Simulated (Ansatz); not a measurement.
```yaml
crystal:
  periodic: [false, false, false]
  atoms:
    - {symbol: O, position_ang: [-1.547418, -0.509612, -0.413721]}
    - {symbol: Sn, position_ang: [-0.003180, 0.529832, 0.206386]}
    - {symbol: O, position_ang: [1.588616, -0.593300, -0.027168]}
    - {symbol: H, position_ang: [-1.491796, -0.756300, -1.339820]}
    - {symbol: H, position_ang: [0.301186, 1.864357, -0.800952]}
    - {symbol: H, position_ang: [-0.343036, 0.804181, 1.848780]}
    - {symbol: H, position_ang: [1.556828, -1.407258, 0.480794]}
basis:
  gaussian: {orbitals: def2-SVP, fitting: {mean_field: cc-pVTZ-jkfit}, point_charges: [{charge: -1.00, position_ang: [4.951, 0.715, -0.617]}]}
magnetization: {spin_polarized: true, initial_magnetization: 2}
hamiltonian: {xc: {name: wB97X-V}}
scf: {lower_state_search: off}
output: {forces: true}
```

```sh
$ ansatz run in.yaml --threads 4 --pin off --events-out ev --progress --plain --max-ram 10444MiB
```

Task: How does Ansatz answer? (Best estimate.)

Result: Ansatz gave: The input was rejected before any iteration.
```
Functional definition: wB97X-V
  name "wB97X-V"
  cite "Mardirossian & Head-Gordon, Phys. Chem. Chem. Phys. 16, 9904 (2014) doi:10.1039/C3CP54374A"
  cite "Becke, J. Chem. Phys. 107, 8554 (1997) doi:10.1063/1.475007"
  cite "Vydrov & Van Voorhis, J. Chem. Phys. 133, 244103 (2010) doi:10.1063/1.3521275"
  parameter omega = 0.3/bohr
  parameter cx = 0.167
  parameter cx1 = 0.603
  parameter cx2 = 1.194
  parameter css0 = 0.556
  parameter css1 = -0.257
  parameter cos0 = 1.219
  parameter cos1 = -1.850
  parameter b = 6.0
  parameter c = 0.01
  exchange = spin_sum(e_x_unif_sr(omega)*poly(b97_u_x, 1 - cx, cx1, cx2)) + cx*exact_x_sr(omega) + exact_x_lr(omega)
  correlation = spin_sum(e_c_pw_same_spin*poly(b97_u_same, css0, css1))
      + integral(e_c_pw_opposite_spin*poly(b97_u_opposite, cos0, cos1)) + vv10(b, c)
these checks for a lower state are left out or cut short: stability, starts, cluster_reference, orbital_swaps, neighbouring_geometries, increment
Error: <dir> the basis set cc-pVTZ-JKFIT has no functions for Sn
```
